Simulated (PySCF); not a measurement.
## Dipole response of Xe⁺ (xenon, charge +1)

[Kr] 4d10 5s2 5p5, 2P determinant. Computed with PySCF 2.14 in aug-cc-pwCVTZ-PP with ECP28MDF, with scalar relativity through the core potential. Coupled (time-dependent) response in atomic units; α is the mean over directions.

```
method  mean α (bohr³)         α xx, yy, zz  C₆ (like pair)  S(−4)
PBEsol           18.34  17.56, 18.73, 18.73           160.0  55.19
```

S(−4) is the Cauchy moment in α(ω) = α(0) + S(−4) ω² + …

Spin-orbit coupling is absent.

α(iu) at PBEsol:

| u (hartree) | α(iu) (bohr³) |
| --- | --- |
| 0 | 18.34 |
| 0.0500 | 18.20 |
| 0.100 | 17.81 |
| 0.200 | 16.40 |
| 0.300 | 14.56 |
| 0.500 | 10.89 |
| 0.750 | 7.531 |
| 1.00 | 5.426 |
| 1.50 | 3.224 |
| 2.00 | 2.187 |
| 3.00 | 1.251 |
| 5.00 | 0.5926 |

For an ion, C₆ is the dispersion term alone; charge-induced terms of lower order in 1/R come first.

The components differ because the open shell of this determinant is not spherical; for a pure term their mean is the scalar polarisability.

Energies and moments cover only the electrons outside the core potential.
